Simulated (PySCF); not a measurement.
WO₂Cl₂, SMILES [O]=[W](=[O])([Cl])[Cl], multiplicity 1.

Geometry optimised at B3LYP-D3(BJ)/def2-SVP. The multiplicity is an assumed one; other spin states were not compared. The isomer is the one that the SMILES or the coordinates give; other isomers of the formula were not compared. The def2 effective core potentials stand for the cores of W; spin–orbit coupling is left out.

These are PBE/def2-TZVP run with PySCF values and carry that method's errors.

The molecule is in vacuum.

**Question.** Estimate the frontier levels, gap, dipole moment and polarisability. (An estimate is asked for; the answer gives what the named calculation found.)

**Answer.** 
highest occupied level: -8.13 eV
lowest empty level: -4.10 eV
orbital gap: 4.03 eV
dipole moment: 1.77 D
quadrupole, principal values (traceless, Buckingham form, about the centre of nuclear charge): -2.80, -1.17, 3.97 D·Å
mean static polarisability: 68.1 bohr³ (10.09 Å³)
polarisability, principal values: 58.2, 66.1, 79.9 bohr³
